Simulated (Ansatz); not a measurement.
This geometry of AlCl2H3S (7 atoms, charge 0, multiplicity 1) is a first-order saddle point.

These are results of RKS PBE0/6-31G* (Ansatz 0.2.0), not measurements.

```xyz
7
Properties=species:S:1:pos:R:3
Al 0.064 -0.338 -0.097
H -0.070 -0.101 1.585
Cl 1.873 0.435 -0.807
Cl -1.781 -0.020 -1.041
S 0.320 -2.564 0.626
H -1.003 -2.823 0.605
H 0.095 -1.232 1.529
```

Question: Which two structures does it join? (They come from a converged band through this point; their orientation in space is the band's.)

Answer: Bonds broken: Al1–H2, S5–H7. Bonds formed: H2–H7. AlCl2H3S becomes AlCl2HS + H2.

First end point:

```xyz
7
Properties=species:S:1:pos:R:3
Al 0.042 0.031 0.017
H -0.101 0.655 1.462
Cl 1.854 0.323 -1.036
Cl -1.712 -0.176 -1.170
S 0.284 -2.427 0.662
H -1.003 -2.775 0.472
H 0.137 -2.273 1.992
```

Last end point:

```xyz
7
Properties=species:S:1:pos:R:3
Al 0.109 -0.837 -0.507
H -0.034 0.347 2.185
Cl 1.828 0.308 -0.797
Cl -1.777 0.010 -0.823
S 0.317 -2.937 -0.008
H -1.014 -3.160 0.001
H 0.070 -0.373 2.349
```

Question: How far does it lie above each of them?

Answer: 18.7 kcal/mol above the first and 25.4 kcal/mol above the second. This is the barrier of this one path; another mechanism may lie lower. The orbitals stay closed-shell, which can raise the energy where a bond breaks towards radicals; this wasn't checked here.

The run took 3.9 min on 1 thread of Arm Neoverse V1, with other jobs on the host, peak memory 0.18 GiB.
